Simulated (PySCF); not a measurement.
C2H4BrIn. Atoms are numbered in the order given.

```xyz
8

In    -0.5057     0.4902     0.0000
H     -2.2177     0.6160     0.0000
Br     0.3568    -1.8639     0.0000
C      1.0445     1.9514     0.0000
C      0.7954     3.2664     0.0000
H      2.0853     1.6059     0.0000
H      1.6042     4.0088     0.0000
H     -0.2205     3.6789     0.0000
```
Charge 0, spin multiplicity 1.

Geometry: PBE0-D3(BJ)/def2-SVP. The def2 effective core potentials stand for the cores of In; spin–orbit coupling is left out. Other conformers were not sampled.

Level of theory: PySCF with TDA-PBE/def2-SVPD.

Vertical excitations. Gas-phase values at a fixed geometry. State labels are in the subgroup Cs.

```
state  symmetry  energy (eV)  λ (nm)      f                          main pairs
-----  --------  -----------  ------  -----  ----------------------------------
S1           A"         3.77     329  0.000                     HOMO→LUMO 100 %
S2           A'         4.42     280  0.054                    HOMO−1→LUMO 93 %
S3           A"         4.71     263  0.000                    HOMO−2→LUMO 98 %
S4           A"         5.05     246  0.001                    HOMO−4→LUMO 99 %
S5           A'         5.10     243  0.024                    HOMO→LUMO+1 83 %
S6           A'         5.30     234  0.070                    HOMO−3→LUMO 66 %
S7           A"         5.33     233  0.015                  HOMO−1→LUMO+1 94 %
S8           A"         5.42     229  0.002                    HOMO→LUMO+2 93 %
S9           A'         5.85     212  0.010                  HOMO−1→LUMO+2 85 %
S10          A"         5.88     211  0.011                  HOMO−3→LUMO+1 97 %
T1           A"         3.65     340      0                      HOMO→LUMO 99 %
T2           A'         3.90     318      0                    HOMO−1→LUMO 85 %
T3           A'         4.14     299      0  HOMO−3→LUMO 77 %, HOMO−1→LUMO 14 %
T4           A"         4.40     281      0                    HOMO−2→LUMO 99 %
```
Triplets are in the Tamm–Dancoff approximation.
